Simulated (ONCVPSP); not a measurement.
**carbon (C): excitation energies, all-electron against ONCV**

| Property | Result |
| --- | --- |
| Element | carbon (C) |
| Generator | ONCVPSP 4.0.1 |
| Type | optimised norm-conserving Vanderbilt (ONCV) |
| Functional | PBE |
| Relativity | scalar-relativistic |
| Frozen core | [He] |
| Valence charge | 4 |
| Reference configuration | 2s2 2p2 |
| Partial waves | 2s: rc 0.95 bohr, ncon 4, nbas 7, qcut 7.2 1/bohr, 2 projectors, debl 0.4 Ha; 2p: rc 2.00 bohr, ncon 3, nbas 8, qcut 7.8 1/bohr, 2 projectors, debl 1.3 Ha; d scattering state at 0.29 Ha: rc 1.75 bohr, ncon 4, nbas 8, qcut 5.1 1/bohr, 2 projectors, debl 0.8 Ha |
| Local potential | polynomial inside 0.75 bohr (lpopt 5, dvloc0 6 Ha) |
| Core correction | Teter function, fcfact 5.5, rcfact 1.05 |

In the s channel the program set the typed energies aside and used -0.505, 0.250 Ha.

Energies are relative to the spin-unpolarised reference configuration 2s2 2p2; without spin polarisation the order of configurations can differ from experiment.

```tsv
valence configuration	charge	ΔE all-electron (eV)	error AE − PS (meV)
2s2 2p0	+2	35.017	+256
2s1 2p0	+3	83.211	+582
```

**Question.** What are ΔE and the potential's error for 2s2 2p1.5?

**Answer.** ΔE = 3.963 eV all-electron; the error (AE − PS) is +3.7 meV.

**Question.** What are ΔE and the potential's error for 2s2 2p1?

**Answer.** ΔE = 10.861 eV all-electron; the error (AE − PS) is +26 meV.
